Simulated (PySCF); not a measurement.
Compound: C5H6O2S.
Cartesian coordinates in Å at the GFN2-xTB level; atoms count from 1:
```xyz
14
C5H6O2S angstrom
C     -1.6970    0.7766   -0.0268
C     -1.1428   -0.5050    0.4693
S     -1.9313   -1.9199    0.3762
C      0.2375   -0.4801    1.0451
C      1.3793   -0.7275    0.0313
C      1.7754    0.6854    0.4172
O      2.6276    1.4513    0.1141
O      0.7564    0.8423    1.3017
H     -1.0343    1.2106   -0.7778
H     -1.7482    1.4915    0.7964
H     -2.6862    0.6289   -0.4504
H      0.2951   -1.1006    1.9435
H      2.0947   -1.4986    0.3022
H      1.0731   -0.8554   -1.0041
```

NICS = −σ at a ghost point: NICS(0) at the centroid of the ring atoms, NICS(1) 1 Å to either side along the normal of their mean plane, zz for the tensor component along that normal. Level: GIAO PBE0/pcSseg-1 (PySCF, non-relativistic, gas phase) on the GFN2-xTB geometry, one conformer.

Ring bond lengths (Å), with Mayer bond orders in brackets: C4–C5 1.547 (0.99), C5–C6 1.517 (0.97), C6–O8 1.358 (1.06), O8–C4 1.444 (0.89).

Question: Give the NICS values of each ring in ppm.

Answer: 
```
       ring                                             type  NICS(0)  NICS(1), two faces  NICS(1)zz, two faces  rms pucker (Å)  centre to ring atoms, mean (Å)
C4–C5–C6–O8  4-membered ring with O; formal bonds all single     -2.7         -2.1 / -1.7           -2.1 / -2.2            0.00                            1.04
```

Question: What can be read from them?

Answer: 
- C4–C5–C6–O8: mean NICS(1)zz -2.2 ppm, near zero. C4, C5 have four or more neighbours; no verdict on aromaticity is drawn.

Question: At the second NICS(1) probe listed for ring C4–C5–C6–O8, 1 Å off the ring, what do the in-plane components average?

Answer: The isotropic value is a third of the trace: (3 × -1.7 − (-2.2))/2 = -1.4 ppm.

Question: List the ring angles and the Hirshfeld charges of the ring atoms.

Answer: 
- C4–C5–C6–O8: C4 89.9° (+0.042 e), C5 82.9° (-0.071 e), C6 94.4° (+0.209 e), O8 92.8° (-0.110 e); sum 360.0° against 360° for a flat convex ring.
